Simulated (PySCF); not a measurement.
hydrogen selenide cation (H₂Se), SMILES [SeH2] (connectivity only; charge and spin as stated), charge +1, multiplicity 2.

Geometry optimised at PBE-D3(BJ)/def2-TZVPD. The multiplicity is an assumed one; other spin states were not compared.

Computed with PBE-D3(BJ)/def2-TZVPD in PySCF.

Frequencies are harmonic and unscaled.

Computed normal modes with their intensities:
| mode | ν (cm⁻¹) | IR (km/mol) | moving atoms (share of kinetic energy) |
|---|---|---|---|
| 1 | 1007 | 1.1 | H 99 % |
| 2 | 2278 | 24.9 | H 99 % |
| 3 | 2284 | 41.3 | H 99 % |
